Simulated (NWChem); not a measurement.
System: C$_{2}$H$_{4}$FNSi; SMILES C#C[Si@@H](N)F

```xyz
9

C      0.0151     2.5640    -0.1269
C      0.0383     1.3605     0.0488
Si     0.0840    -0.4456     0.3393
N     -1.4250    -1.0955    -0.1067
F      1.3351    -1.0133    -0.5360
H     -0.0054     3.6286    -0.2822
H      0.3840    -0.7959     1.7470
H     -1.9161    -0.7724    -0.9319
H     -1.7033    -2.0315     0.1624
```
Atoms are numbered in this order, from 1.

Program: NWChem. The geometry was optimised at PBE0/def2-SVP. Level: PBE0/def2-SVP with SMD (1 M gas to 1 M solution), gas-phase geometry. Reactions with the solvent are ignored.

For solvent water:

```
Item                                         Result
-------------------------------------------  ------
cavity-dispersion-structure term (kcal/mol)     5.9
dipole in solution (D)                         2.56
```

What are these values for solvent toluene?


| Quantity | Value |
|---|---|
| cavity-dispersion-structure term (kcal/mol) | 1.8 |
| dipole in solution (D) | 2.34 |
